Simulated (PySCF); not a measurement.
## Radial density of Cu(2+) (copper, charge +2)

UHF, [Ar] 3d8 4p1, one real determinant (an excited configuration). All numbers are calculated (PySCF 2.14, scalar relativity through the core potential, in aug-cc-pVDZ-PP with ECP10MDF). This is the valence pseudo-density: the core potential removes the inner electrons and smooths the orbitals near the nucleus.

```
r (bohr)  4πr²ρ (e/bohr)  4πr²(ρα − ρβ)
 0.00676       1.394e-05         0.0000
  0.0114       3.919e-05         0.0000
  0.0191       0.0001148         0.0000
  0.0322       0.0004767         0.0000
  0.0541        0.004603         0.0009
  0.0911         0.06270         0.0147
   0.153          0.6301         0.1476
   0.258           4.065         0.7909
   0.433           16.50         2.1281
   0.729           20.20         2.1943
    1.23           5.650         0.8604
    2.06          0.8578         0.5107
    3.47          0.2490         0.2412
    5.84         0.01111         0.0111
```

⟨L²⟩ = 14.02 against 20 for a pure G term, so this real determinant mixes terms. Energies and moments cover only the electrons outside the core potential.
